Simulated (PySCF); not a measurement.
**Polarisability and C₆ of Te²⁸⁺ (tellurium, charge +28)**

[Ar] 3d6, high-spin 5D determinant. All numbers are calculated (PySCF 2.14, the spin-free X2C one-electron Hamiltonian (Gaussian nucleus), in an even-tempered Gaussian basis (18 s from 3.9 bohr⁻², ratio 2.5; 12 p from 5 bohr⁻², ratio 2.5; 8 d from 5 bohr⁻², ratio 2.5; 4 f from 21 bohr⁻², ratio 2.7; 3 g from 31 bohr⁻², ratio 2.7)). Coupled (time-dependent) response in atomic units; α is the mean over directions.

```
method  mean α (bohr³)               α xx, yy, zz  C₆ (like pair)      S(−4)
   UHF         0.01363  0.01290, 0.01290, 0.01508        0.002866  9.519e-05
```

S(−4) is the Cauchy moment in α(ω) = α(0) + S(−4) ω² + …

Spin-orbit coupling is absent.

α(iu) at UHF:

```
u (hartree)  α(iu) (bohr³)
          0        0.01363
       2.00        0.01326
       4.00        0.01235
       8.00        0.01019
       12.0       0.008539
       16.0       0.007401
       20.0       0.006567
       30.0       0.005103
       40.0       0.004067
       60.0       0.002686
        100       0.001357
```

A single London oscillator, α(iu) = α/(1 + u²/ω²), gives C₆ = (3/4) ω α². Matching the computed C₆ needs ω = 4 × 0.002866 / (3 × 0.01363²) = 20.6 hartree.

For an ion, C₆ is the dispersion term alone; charge-induced terms of lower order in 1/R come first.

The components differ because the open shell of this determinant is not spherical; for a pure term their mean is the scalar polarisability.

Spin-orbit coupling, absent here, splits the open shell strongly.
